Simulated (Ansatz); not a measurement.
Z-matrix (Å, degrees):
```
C
C 1 1.517
H 1 1.095 2 110.8
H 1 1.092 2 110.2 3 -119.6
H 1 1.094 2 111.2 3 119.9
O 2 1.398 1 112.4 3 63.9
H 2 1.099 1 109.1 3 -176.4
H 2 1.103 1 108.9 3 -61.0
In 6 2.000 2 123.0 1 -81.0
C 9 2.141 6 113.7 2 -4.4
H 9 1.708 6 109.8 2 176.3
H 10 1.090 9 111.1 6 -141.4
H 10 1.092 9 109.4 6 98.9
H 10 1.090 9 109.8 6 -20.2
```

Total charge 0; spin multiplicity 1. In: def2 effective core potential.

(1) List the CAM-B3LYP/def2-TZVPP orbital energies in eV (Ansatz 0.2.0). (Estimate.)

Results:

(1) The calculation gave: Occupied: -521.24, -279.53, -278.67, -278.23, -129.03, -85.80, -85.48, -85.45, -28.38, -22.91, -22.79, -22.60, -22.58, -22.55, -21.73, -20.59, -18.10, -14.63, -13.89, -13.04, -12.86, -12.82, -12.10, -11.52, -11.19, -9.55, -8.61, -8.53. Lowest empty: -0.39, 0.62, 1.17, 1.97, 2.35, 2.51, 3.21, 3.36.
